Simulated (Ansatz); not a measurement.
Ansatz (a quantum-chemistry and plane-wave program) input for GeHCl3, SMILES [GeH]([Cl])([Cl])[Cl], PBE0/def2-SVPD. The structure is a stationary point at r2SCAN-D4/def2-SVP. The isomer is the one that the SMILES or the coordinates give; other isomers of the formula were not compared.

Ansatz 0.2 input:
```yaml
crystal:
  periodic: [false, false, false]
  atoms:
    - {symbol: Ge, position_ang: [-0.00000000, 0.00000000, 0.43698295]}
    - {symbol: Cl, position_ang: [1.73669978, -1.00268408, -0.31263058]}
    - {symbol: Cl, position_ang: [-1.73669978, -1.00268409, -0.31263058]}
    - {symbol: Cl, position_ang: [-0.00000000, 2.00536817, -0.31263058]}
    - {symbol: H, position_ang: [-0.00000001, 0.00000000, 1.96070531]}
basis:
  gaussian:
    orbitals: def2-SVPD
hamiltonian:
  xc: {name: PBE0}
```

Log of the run:

```
WARN ansatz: RAYON_NUM_THREADS=1 ignored (pool sized by the plan → 1); use --threads N
Functional definition: PBE0
integrals: 0.09 GiB planned
1180 factors; integrals over basis functions are off by at most 1.3e-3 eV
mean field: 0.75 GiB planned
mean field evaluation 1: about -94067.0754 eV, gradient 2.4e1 eV
mean field evaluation 2: about -94066.2643 eV, gradient 3.3e1 eV
mean field evaluation 4: about -94068.2115 eV, gradient 4.6e-1 eV
mean field evaluation 8: about -94068.2248 eV, gradient 2.2e-2 eV
mean field evaluation 16: about -94068.2248 eV, gradient 3.1e-5 eV
mean field -94068.22480157 eV, -3456.9434997250 hartree, gradient 3.1e-5 eV, S^2 0.000000; 0 other end points of the search recorded, 0 dependent functions left out
reference -94068.22483853 eV, -3456.9435010831 hartree; 42, 42 occupied and 85, 85 virtual orbitals, 1180 factors
Total energy: -94068.22483853 eV, -3456.9435010831 hartree
```

The run converged.

Cost: roughly 4 core-seconds.
